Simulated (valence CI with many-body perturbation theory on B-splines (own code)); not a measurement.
Values are calculated unless marked as measured or tabulated.
## Hyperfine factors and g values of Ce35+

Method: valence CI with perturbative core correlation (CI+MBPT): five valence electrons over a frozen Dirac-Fock core [Ar], radial functions for each j: 7 s, 7 p, 8 d, 6 f, 4 g, 1 h, with the one-electron correlation potential Σ1 (screened to all orders), the two-electron term Σ2, the three-electron term Σ3, Breit, model QED; selected single and double excitations, second order for the rest (own B-spline code, finite nucleus).

No measured spectrum was set against this ion. As an estimate, large intervals hold to a few tenths of a per cent, small ones and those within an open d or f shell to about a per cent. Only levels of the ground parity were solved; by the run's estimate the other parity begins above the list, which can be wrong where configurations are misplaced.

A/g_I is the dipole constant over the nuclear g factor μ/I (μ in nuclear magnetons, uniformly magnetised nucleus), B/Q the quadrupole constant per barn. Both hold the static response of the core; the bare values leave it out. Large factors of s and p1/2 electrons are usually good to 5 to 10 %; those of open d and f shells near neutrality can be off by tens of per cent, and small factors of p3/2, d and f electrons come from cancelling terms and can be off by a factor of two or in sign, in half-filled shells by more. B is blank for J = 1/2, where it vanishes, and for nearly pure S terms. Energies count from the lowest level.

Levels are named by their leading jj configuration (3d3/2^4 stands for four electrons in 3d with j = 3/2), which in mixed levels can hold well under half, so a name can repeat and another be missing. Letters in brackets count levels of one name in rising energy.

```csv
Level,E (cm⁻¹),g,A/g_I (MHz),A/g_I bare,B/Q (MHz/b),B/Q bare
(3d3/2^4 3d5/2) J=5/2,0,1.564,9190,10000,15600,15800
(3d3/2^3 3d5/2^2) J=5/2 [a],119140,1.245,11100,11500,16300,16600
(3d3/2^3 3d5/2^2) J=7/2 [a],189390,1.142,18000,18300,26600,27000
(3d3/2^3 3d5/2^2) J=3/2 [a],195700,1.255,20500,20900,22800,23100
(3d3/2^3 3d5/2^2) J=11/2,199110,1.141,21900,22200,222,192
(3d3/2^3 3d5/2^2) J=9/2,221880,1.149,19800,20100,26100,26500
(3d3/2^3 3d5/2^2) J=5/2 [b],231360,1.142,19400,19700,4930,5030
(3d3/2^3 3d5/2^2) J=1/2,241120,1.872,-9990,-8660,,
(3d3/2^3 3d5/2^2) J=7/2 [b],270520,1.121,22900,23200,-22600,-22900
(3d3/2^2 3d5/2^3) J=5/2 [a],304500,1.218,12100,12500,865,883
(3d3/2^3 3d5/2^2) J=3/2 [b],330040,0.803,37600,37400,-22900,-23200
(3d3/2^2 3d5/2^3) J=7/2 [a],338660,1.208,15800,16200,-6400,-6520
(3d3/2^2 3d5/2^3) J=11/2,345030,1.065,22300,22500,1250,1270
(3d3/2^2 3d5/2^3) J=9/2 [a],359030,1.143,19200,19400,-4790,-4880
(3d3/2^2 3d5/2^3) J=1/2 [a],369040,0.597,51700,51100,,
(3d3/2^2 3d5/2^3) J=13/2,375020,1.071,23500,23700,-55.3,-51.1
(3d3/2^2 3d5/2^3) J=3/2 [a],378560,1.188,18700,19000,2500,2530
(3d3/2^2 3d5/2^3) J=5/2 [b],392610,1.016,24900,25000,-5430,-5510
(3d3/2^2 3d5/2^3) J=9/2 [b],423430,1.101,21600,21800,1720,1750
(3d3/2^2 3d5/2^3) J=7/2 [b],437680,0.987,28500,28600,-1040,-1060
(3d3/2^2 3d5/2^3) J=5/2 [c],445440,1.034,24500,24600,6480,6570
(3d3/2^2 3d5/2^3) J=3/2 [b],464190,0.796,36000,35700,2710,2770
(3d3/2^2 3d5/2^3) J=7/2 [c],481210,1.053,25700,25800,4740,4820
(3d3/2^2 3d5/2^3) J=1/2 [b],485970,1.851,-8810,-7520,,
(3d3/2 3d5/2^4) J=5/2 [a],508950,1.215,11600,12000,-16300,-16600
(3d3/2^2 3d5/2^3) J=9/2 [c],525800,1.105,21400,21600,19400,19800
(3d3/2 3d5/2^4) J=7/2 [a],557260,1.190,16700,17000,-37700,-38300
(3d3/2 3d5/2^4) J=11/2,569250,1.063,23000,23100,-1560,-1550
(3d3/2 3d5/2^4) J=3/2 [a],582280,0.891,25000,24900,-25100,-25600
(3d3/2 3d5/2^4) J=5/2 [b],607530,1.122,19300,19500,20100,20500
(3d3/2 3d5/2^4) J=9/2,623980,1.108,20500,20700,-42400,-43100
(3d3/2^2 3d5/2^3) J=3/2 [c],631480,1.201,19100,19500,-16800,-17100
(3d3/2^2 3d5/2^3) J=5/2 [d],649690,1.111,19100,19300,-3890,-3940
(3d3/2 3d5/2^4) J=7/2 [b],663430,0.971,26400,26400,36300,36900
(3d3/2 3d5/2^4) J=1/2,728630,0.993,-998,-884,,
(3d5/2^5) J=5/2,801460,1.159,16500,16800,-38700,-39300
(3d3/2 3d5/2^4) J=3/2 [b],805800,0.887,36700,36500,36900,37500
```
